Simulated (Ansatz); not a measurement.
The same ligand exchange along the group B, Al, Ga.

Program: Ansatz. Geometries: PBE0-D4/def2-TZVP. ΔE: electronic, gas phase. CCSD(T)/CBS adds triple-zeta CCSD(T) − MP2 to the extrapolated MP2 energy (def2 sets, frozen cores). This one scheme is used for every species. DFT in def2-TZVPP. B3LYP here is the variant with VWN-RPA as its local correlation; programs differ in this. For Br, Ga outer-core shells are correlated without core-valence functions, which leaves a few kJ/mol of doubt a bond. Scalar relativity is left out up to krypton.

| reaction | B3LYP-D4 (eV) | B2PLYP (eV) | revPBE-D4 (eV) | CCSD(T)/CBS(def2) (eV) |
| --- | --- | --- | --- | --- |
| `FB(Cl)Br` + HBr → `ClB(Br)Br` + H–F | 0.75 | 0.75 | 0.60 | 0.61 |
| `[F][Al]([Cl])[Br]` + HBr → `[Cl][Al]([Br])[Br]` + H–F | 0.26 | 0.28 | 0.17 | 0.18 |
| `[F][Ga]([Cl])[Br]` + HBr → `[Cl][Ga]([Br])[Br]` + H–F | -0.46 | -0.42 | -0.48 | -0.54 |

Largest T1 diagnostic: 0.011, for `[F][Ga]([Cl])[Br]`.
